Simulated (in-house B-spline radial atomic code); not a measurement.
Configurations of the promethium ion Pm⁺, with energies counted from [Xe] 4f5 6s1. Computed with an all-electron radial atomic-structure program (B-spline basis): scalar-relativistic (X2C) BLYP, spin-polarised, spherical fractional occupations, Fermi nucleus of rms radius 4.962 fm. Shells without spins written out take the highest spin.

Occupations are held fixed; configurations that lie above the ionisation limit could autoionise.

```
                                                                    configuration  E - E(ref) (eV)  highest orbital  its <r> (bohr)
                                           [Xe] 4f(2 up, 3 down) 6s(0 up, 1 down)           3.9084            4f up           1.059
                                                                     [Xe] 4f4 6s2           4.0181          6s down           3.711
                                                                     [Xe] 4f5 6f1           8.8033            6f up           14.37
                                                                 [Xe] 4f4 6s1 6f1           13.744            6f up           13.19
                                                    [Kr] 4d10 4f5 5s2 5p5 6s1 7d1           29.478            7d up           12.22
[Kr] 4d10 4f(2 up, 3 down) 5s2 5p(3 up, 2 down) 5f(1 up, 0 down) 6s(0 up, 1 down)           34.269            5f up            7.94
                  [Kr] 4d(5 up, 4 down) 4f(6 up, 0 down) 5s2 5p6 6s(1 up, 0 down)           116.03            6s up           3.893
                                                     [Kr] 4d9 4f5 5s2 5p6 6s1 6f1           131.46            6f up           13.16
```

Task: Order these further configurations by energy, lowest first.
A. [Kr] 4d9 4f5 5s2 5p6 5f1 6s1
B. [Xe] 4f(4 up, 0 down) 6s(0 up, 1 down) 7p(0 up, 1 down)
C. [Xe] 4f5 6d1
D. [Xe] 4f(4 up, 0 down) 6s(0 up, 1 down) 6p(1 up, 0 down)
E. [Xe] 4f(4 up, 1 down) 6s(1 up, 0 down)

Result: E (2.581 eV), C (6.5333 eV), D (7.6452 eV), B (12.043 eV), A (130.34 eV).

Task: How far above the reference does [Kr] 4d10 4f6 5s2 5p5 6s1 lie?

Result: 18.707 eV; its least bound orbital is 4f up with <r> = 1.113 bohr.

Task: How far above the reference does [Xe] 4f4 6s1 6d1 lie?

Result: 11.29 eV; its least bound orbital is 6d up with <r> = 6.818 bohr.

Task: How far above the reference does [Kr] 4d9 4f5 5s2 5p6 6s1 7f1 lie?

Result: 132.21 eV; its least bound orbital is 7f up with <r> = 20.09 bohr.
